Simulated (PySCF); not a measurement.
Cl₄Si (SMILES Cl[Si](Cl)(Cl)Cl), singlet, at a GFN2-xTB geometry.

PySCF was given this input:
```python
from pyscf import gto, scf, dft

mol = gto.Mole()
mol.atom = '''
    Si   -0.000000    0.000000    0.000000
    Cl    1.154087    1.151220    1.183261
    Cl   -1.188553   -1.157440    1.142368
    Cl    1.171487   -1.168380   -1.148842
    Cl   -1.137021    1.174600   -1.176787
'''
mol.basis = '6-31g*'
mol.charge = 0
mol.spin = 0
mol.verbose = 4
mol.build()

mf = dft.RKS(mol)
mf.xc = 'blyp'
mf.kernel()
```

What does this run give for the nuclear repulsion energy, HOMO energy, HOMO-LUMO gap, Mulliken (on the basis functions themselves) charges in atom order?


```json
{
  "nuclear_repulsion_energy": "529.0648 Eh",
  "HOMO energy": "-7.95 eV",
  "HOMO-LUMO gap": "6.51 eV",
  "Mulliken (on the basis functions themselves) charges in atom order": "Si1 0.39, Cl2 -0.10, Cl3 -0.10, Cl4 -0.10, Cl5 -0.10"
}
```
